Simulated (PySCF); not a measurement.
# Potential energy of BiC along the bond

Set-up: PySCF, scalar-relativistic core potentials, basis sets Bi cc-pVDZ-PP with ECP60, C cc-pVDZ. Energies in eV from Bi + C in their ground configurations at the same level. State: ²Σ⁺ (doublet), unpaired electrons σ ↑.

All columns are LDA. A positive dipole means Bi(−)C(+).

```json
{"R (Å)": "1.722", "E (eV)": "-3.099", "μ (D)": "-2.21", "Mulliken charge on Bi (basis-dependent)": "0.36", "HOMO (eV)": "-6.32", "LUMO (eV)": "-4.93", "Mayer bond order": "3.01", "⟨S²⟩": "0.77"}
{"R (Å)": "1.802", "E (eV)": "-3.785", "μ (D)": "-2.30", "Mulliken charge on Bi (basis-dependent)": "0.33", "HOMO (eV)": "-6.15", "LUMO (eV)": "-5.08", "Mayer bond order": "2.93", "⟨S²⟩": "0.78"}
{"R (Å)": "1.882", "E (eV)": "-4.126", "μ (D)": "-2.38", "Mulliken charge on Bi (basis-dependent)": "0.30", "HOMO (eV)": "-6.00", "LUMO (eV)": "-5.20", "Mayer bond order": "2.85", "⟨S²⟩": "0.80"}
{"R (Å)": "1.942", "E (eV)": "-4.218", "μ (D)": "-2.42", "Mulliken charge on Bi (basis-dependent)": "0.29", "HOMO (eV)": "-5.89", "LUMO (eV)": "-5.27", "Mayer bond order": "2.79", "⟨S²⟩": "0.81"}
{"R (Å)": "2.002", "E (eV)": "-4.207", "μ (D)": "-2.45", "Mulliken charge on Bi (basis-dependent)": "0.27", "HOMO (eV)": "-5.80", "LUMO (eV)": "-5.34", "Mayer bond order": "2.73", "⟨S²⟩": "0.84"}
{"R (Å)": "2.062", "E (eV)": "-4.120", "μ (D)": "-2.46", "Mulliken charge on Bi (basis-dependent)": "0.26", "HOMO (eV)": "-5.71", "LUMO (eV)": "-5.39", "Mayer bond order": "2.66", "⟨S²⟩": "0.87"}
{"R (Å)": "2.142", "E (eV)": "-3.922", "μ (D)": "-2.46", "Mulliken charge on Bi (basis-dependent)": "0.25", "HOMO (eV)": "-5.61", "LUMO (eV)": "-5.43", "Mayer bond order": "2.54", "⟨S²⟩": "0.95"}
{"R (Å)": "2.242", "E (eV)": "-3.598", "μ (D)": "-2.44", "Mulliken charge on Bi (basis-dependent)": "0.23", "HOMO (eV)": "-5.51", "LUMO (eV)": "-5.45", "Mayer bond order": "2.34", "⟨S²⟩": "1.10"}
{"R (Å)": "2.362", "E (eV)": "-3.167", "μ (D)": "-2.42", "Mulliken charge on Bi (basis-dependent)": "0.21", "HOMO (eV)": "-5.44", "LUMO (eV)": "-5.44", "Mayer bond order": "2.06", "⟨S²⟩": "1.35"}
{"R (Å)": "2.522", "E (eV)": "-2.603", "μ (D)": "-2.44", "Mulliken charge on Bi (basis-dependent)": "0.20", "HOMO (eV)": "-5.39", "LUMO (eV)": "-5.43", "Mayer bond order": "1.74", "⟨S²⟩": "1.66"}
```

A fit through these points gives, at Re = 1.964 Å, μ = -2.43 D and dμ/dR = -0.523 D/Å; the reduced mass is 11.35 u.

How strong is the fundamental in the double-harmonic approximation, I = 42.26·(dμ/dR)²/μred km/mol?

I = 42.26·(-0.523)²/11.35 = 1.02 km/mol at LDA.

⟨S²⟩ of the unrestricted solution departs from its pure value on part of the curve, where spin states mix. These are scalar-relativistic numbers at best; spin–orbit coupling would shift them, the dissociation energy most. The state was picked by a PBE0 search and need not be the measured ground state.
